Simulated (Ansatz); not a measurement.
Saddle point of SiH3BrClF, singlet (SiH₂BrCl ([Cl][SiH2][Br]) + HF → SiH₂ClF ([F][SiH2][Cl]) + HBr; bonds formed: Si1–F7, Br2–H6; bonds broken: Si1–Br2, H6–F7), PBE0-D4/def2-TZVP structure:

```xyz
7
angstrom
Si -0.2112 0.4854 -0.2180
Br 1.4173 -0.0714 1.6308
H 0.8395 0.8012 -1.1908
H -0.7247 1.5337 0.6782
Cl -1.9392 0.1372 -1.3059
H 0.6545 -1.4302 0.5752
F -0.0359 -1.4559 -0.1695
```

Energies are electronic, without zero-point energy. Barriers and step energies count from the start structure reached by relaxing down the imaginary mode; all methods use the PBE0-D4 structures, on which another method's saddle can fall below an end. Program: Ansatz 0.2.0. Basis: def2-TZVPP, with def2-QZVPP for the basis limit. Cores are frozen in the correlated methods. Filled d shells of the heavier atoms are correlated. The def2 sets are not built for correlating such inner shells, so the correlated values are less sure here. B3LYP uses VWN-RPA correlation. Extrapolation: Hartree–Fock as exp(−7.88 √X), correlation as X^−2.97.

```
      method  barrier (kJ/mol)  step energy (kJ/mol)
       SPW92              60.7                 -34.2
      PBE-D4              91.4                 -32.2
     BLYP-D4             101.5                 -45.4
   r2SCAN-D4              97.4                 -43.9
      B97M-V             110.9                 -52.6
     PBE0-D4             105.3                 -33.7
    B3LYP-D4             110.9                 -46.4
  r2SCAN0-D4             107.4                 -42.2
    BHLYP-D4             124.9                 -49.7
CAM-B3LYP-D4             109.5                 -53.2
     wB97X-V             111.9                 -46.2
     wB97M-V                 ?                 -44.7
      B2PLYP             114.6                 -48.8
    PBE-QIDH             114.6                 -38.3
  RPA on PBE             118.0                 -52.4
          HF                 ?                 -61.6
         MP2                 ?                 -41.2
        CCSD             127.9                 -50.1
     CCSD(T)             119.9                 -47.3
```

(1) Fill in the withheld barriers. (An estimate is asked for; the value comes from the calculation.)

The T1 diagnostic stays at or below 0.010.

Answers

(1) Computed: MP2 117.2; wB97M-V 105.2; HF 162.1 kJ/mol. Each is the energy of the saddle less that of the start structure, by the same method.

For comparison, the barrier by CCSD(T) at an estimated basis limit (MP2 extrapolated from triple and quadruple zeta, plus CCSD(T) − MP2 in triple zeta) is 118.3 kJ/mol.

Labels in which every atom is bracketed show which atoms are joined, not bond orders.

For scale, one of the runs: CCSD(T)/def2-TZVPP, 205 basis functions, launched by `ansatz run in.yaml --threads 4 --pin off --events-out ev --progress --plain --max-ram 9574MiB`. The run took 2.4 min on 4 CPU threads of an Arm Neoverse N1 (shared host), with 2.6 GiB of host memory at its peak.
